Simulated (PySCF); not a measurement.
Molecule: SMILES CCOc1ccco1, C₆H₈O₂.

Cartesian coordinates in Å; atom numbers follow the order of the lines, from 1:
```xyz
16

C    -2.224    0.236    0.623
C    -1.633   -0.943   -0.142
O    -0.659   -0.532   -1.093
C     0.526   -0.126   -0.609
C     1.540    0.497   -1.275
C     2.574    0.665   -0.317
C     2.113    0.140    0.844
O     0.856   -0.349    0.676
H    -3.027   -0.112    1.267
H    -2.620    0.970   -0.074
H    -1.463    0.711    1.238
H    -1.195   -1.669    0.553
H    -2.402   -1.437   -0.740
H     1.543    0.789   -2.302
H     3.528    1.121   -0.484
H     2.537    0.048    1.823
```

Frames of a GFN2-xTB Langevin trajectory at 600 K; GIAO PBE0/pcSseg-1 shieldings in PySCF 2.14, gas phase, non-relativistic; equivalent atoms averaged within each frame.

Chemical shifts δ = σref − σ; TMS for 13C (σref 186.93), 1H (σref 31.72); 17O (σref 336.08) against H2O, all at this level. The references are static minima.

Question: How do the shifts (ppm) fluctuate along the trajectory?

Answer: 
```csv
time (fs),C4,C7,C6,C5,C2,C1,O8,O3,H15,H16
optimised geometry,167.2,134.7,119.3,89.8,65.8,17.6,275.8,120.8,6.59,6.93
250,156.8,135.0,132.0,91.3,71.7,14.0,252.4,120.4,7.40,7.07
425,175.1,136.1,134.3,110.7,70.5,15.4,278.4,127.5,6.97,6.50
625,164.6,132.2,127.4,98.8,64.1,18.9,298.4,137.3,7.10,8.93
800,152.4,130.4,129.5,97.5,74.4,19.6,279.4,130.7,6.81,6.65
1000,165.5,141.1,118.8,104.8,65.0,17.7,303.7,72.8,4.68,8.14
mean of frames,162.9,135.0,128.4,100.6,69.1,17.1,282.4,117.7,6.59,7.46
standard deviation,8.7,4.1,6.0,7.4,4.4,2.4,20.2,25.9,1.09,1.04
```

5 frames give an uncertainty of the mean of about the standard deviation over 2.2 at best, since frames this close in time may not be independent; classical motion lacks zero-point vibration, and the reference would need the same averaging.
